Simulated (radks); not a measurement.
Values are calculated unless marked as measured or tabulated.
Q: The mean radii <r> (bohr) of the occupied orbitals of an atom or ion are listed with their occupations. Level of theory: Dirac Kohn-Sham, PBEsol, spin-unpolarised, spherical densities, finite nucleus; Fermi nuclear charge, rms radius of each element as measured or else 0.836 A^(1/3) + 0.57 fm (a radial shooting solver on a logarithmic mesh with Libxc functionals).

orbital      occ.      <r>
1s1/2           2  0.06360
2s1/2           2   0.2932
2p1/2           2   0.2581
2p3/2           4   0.2610
3s1/2           2   0.8983
3p1/2           2   0.9513
3p3/2           4   0.9600
3d3/2         1.6    1.256
3d5/2         2.4    1.261
4p1/2    0.333333    3.574
4p3/2    0.666667    3.598

Name the element and its charge. Open shells, if any, are shared by 2j + 1.

A: Z = 24, chromium, charge +1: Cr+ in [Ar] 3d4 4p1. The 1s radius gives Z: for a bare nucleus <r> = (2 gamma + 1)/(2Z) with gamma = sqrt(1 - (Z/c)^2), 0.06186 bohr for Z = 24, and screening makes it slightly larger (0.06360 here). The occupations add up to 23, and the charge is Z minus that.
